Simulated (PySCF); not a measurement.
**Two-component Hartree-Fock for Ga(29+) (gallium, charge +29)**

Start: 1s2. Calculated with PySCF 2.14 in an even-tempered Gaussian basis (17 s from 4.3 bohr⁻², ratio 2.6; 11 p from 5.6 bohr⁻², ratio 2.6; 6 d from 5.7 bohr⁻², ratio 2.8; 3 f from 250 bohr⁻², ratio 2.8): generalised Hartree-Fock with the X2C-1e Hamiltonian and a Gaussian nucleus; spin-orbit coupling (SO) screened by Boettger's factors.

```csv
spinor shell,electrons,"ε, screened SO (eV)",weight of nominal j (screened SO),"rms radius, screened SO (bohr)"
1s1/2,2,-12708.7,1.000,0.0554
```

| quantity | screened SO |
| --- | --- |
| E (hartree) | -953.77849 |
| M_J | 0 |
| ⟨J²⟩ | 0.000 |
| ⟨L²⟩ | 0.000 |
| ⟨S²⟩ | 0.000 |
